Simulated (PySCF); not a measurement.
PySCF 2.14 output of an unrestricted MN15 calculation on a single atom or ion in x2c-TZVPall, with the spin-free X2C one-electron Hamiltonian (Gaussian nucleus):

```
SCF conv_tol = 1e-09
number electrons alpha = 23  beta = 22
    H. S. Yu, X. He, S. L. Li, and D. G. Truhlar.,  Chem. Sci. 7, 5032-5051 (2016)
    H. S. Yu, X. He, S. L. Li, and D. G. Truhlar.,  Chem. Sci. 7, 5032-5051 (2016)
cycle= 1 E= -5048.25369541302  delta_E= -0.0532  |g|= 0.0941  |ddm|= 0.276
cycle= 2 E= -5048.2541525305  delta_E= -0.000457  |g|= 0.0264  |ddm|= 0.0329
cycle= 3 E= -5048.25421518831  delta_E= -6.27e-05  |g|= 0.00797  |ddm|= 0.0142
cycle= 4 E= -5048.25423916508  delta_E= -2.4e-05  |g|= 0.0024  |ddm|= 0.00681
cycle= 5 E= -5048.25425770268  delta_E= -1.85e-05  |g|= 0.00117  |ddm|= 0.0102
cycle= 6 E= -5048.25426438497  delta_E= -6.68e-06  |g|= 0.000163  |ddm|= 0.00955
cycle= 7 E= -5048.25426454682  delta_E= -1.62e-07  |g|= 4.3e-05  |ddm|= 0.00139
cycle= 8 E= -5048.25426455611  delta_E= -9.29e-09  |g|= 8.17e-06  |ddm|= 0.000287
cycle= 9 E= -5048.25426455638  delta_E= -2.65e-10  |g|= 5.17e-07  |ddm|= 5.29e-05
converged SCF energy = -5048.25426455638  <S^2> = 0.75870593  2S+1 = 2.0086871
```

The run itself started from symmetry-adapted Hartree-Fock orbitals and held the occupation by maximum overlap, on a logarithmic radial grid, so the iterations belong to that start.

Which element, charge and spin multiplicity is this?

Pd⁺ (palladium, charge +1), multiplicity 2; the state was [Kr] 4d9, 2D determinant.
